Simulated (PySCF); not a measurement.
CH₃Mg (SMILES [CH3][Mg+]), charge +1, singlet, geometry from GFN2-xTB (such geometries of metal compounds can be far from the true shape), atoms displaced at random by about 0.05 Å a coordinate. Base run: B3LYP/pcseg-1 (PySCF).

The PySCF input:
```python
from pyscf import gto, scf, dft
from pyscf.geomopt import geometric_solver

mol = gto.M(
    atom='''
Mg   -0.695870   -0.459477   -0.515262
C     0.833956    0.467197    0.804944
H     1.265032   -0.392881    1.109589
H     0.337733    1.109774    1.347608
H     1.423583    1.006514   -0.017964
''',
    basis='pcseg-1',
    charge=1,
    spin=0,
    verbose=3,
)

def method(m):
    mf = dft.RKS(m)
    mf.xc = 'b3lyp'
    return mf

conv, mol_eq = geometric_solver.kernel(method(mol), maxsteps=100)
print('optimisation converged:', conv)
print(mol_eq.tostring(format='xyz'))
mf = method(mol_eq)
mf.kernel()
```

The base run was repeated with changes; each row names its change, and settings that it needs were set with it.

```json
[
 {"change": "base", "ΔE vs base (kcal/mol)": "0.000", "optimiser steps": "8", "core-seconds (rough)": "10"},
 {"change": "convergence_set = TURBOMOLE", "ΔE vs base (kcal/mol)": "0.000", "optimiser steps": "8", "core-seconds (rough)": "10"},
 {"change": "trust = 0.02", "ΔE vs base (kcal/mol)": "0.000", "optimiser steps": "9", "core-seconds (rough)": "20"},
 {"change": "convergence_set = GAU_LOOSE", "ΔE vs base (kcal/mol)": "0.000", "optimiser steps": "8", "core-seconds (rough)": "20"},
 {"change": "trust = 0.5", "ΔE vs base (kcal/mol)": "0.000", "optimiser steps": "8", "core-seconds (rough)": "20"},
 {"change": "convergence_set = GAU_TIGHT", "ΔE vs base (kcal/mol)": "0.000", "optimiser steps": "16", "core-seconds (rough)": "20"},
 {"change": "coordsys = hdlc", "ΔE vs base (kcal/mol)": "0.000", "optimiser steps": "9", "core-seconds (rough)": "20"}
]
```
